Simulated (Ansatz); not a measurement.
System: SiH3Cl, charge 1, doublet. SiH3Cl+ (parent SMILES [SiH3]Cl, doublet).
B3LYP-D3(BJ)/def2-TZVP minimum from Ansatz (a program for electronic structure):
```
Si
H 1 1.4674
H 1 1.4674 2 123.65
H 1 1.5885 2 109.67 3 131.87
Cl 1 2.0645 2 112.94 4 85.94
```
Charge +1, spin multiplicity 2.

Total energies in cc-pV(D+d)Z, 13 correlated electrons, 10 frozen orbitals. UHF or UKS for unpaired electrons; spin-orbit terms are left out. Correlated methods leave the cores frozen. No relativity. The spin of H3ClSi+ (parent SMILES [SiH3]Cl, doublet) was assumed, and the state is the lowest solution found for it.

| method | program | energy (Eh) | minus CCSDT(Q) (mEh) |
|---|---|---|---|
| HF | Ansatz | -749.83306 | 274.71 |
| MP2 | Ansatz | -750.05834 | 49.44 |
| CCSD | Ansatz | -750.09901 | 8.76 |
| CCSD(T) | Ansatz | -750.10603 | 1.74 |
| CCSDT(Q) | Ansatz | -750.10777 | 0.00 |

Rough core times of Ansatz's runs on a shared machine: CCSD(T) under 20 s, CCSDT(Q) 60 s.
